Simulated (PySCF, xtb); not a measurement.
Te(Br)(OSiH3) (BrH3OSiTe), SMILES O([Te]Br)[SiH3].

GFN2-xTB in xtb at its own geometry gives an orbital gap of 2.99 eV and a dipole moment of 5.58 D.

Geometry: B3LYP-D3(BJ)/def2-SVP. This is a generated structure with no PubChem entry under its InChIKey; it may be hypothetical. The def2 effective core potentials stand for the cores of Te; spin–orbit coupling is left out. One conformer was computed; it need not be the lowest.

Task: What does PBE/def2-TZVP (PySCF) give? (Estimate from the structure and the level; the computed values follow.)

Result: gap 1.80 eV (levels -5.36 and -3.56 eV), dipole 1.42 D.
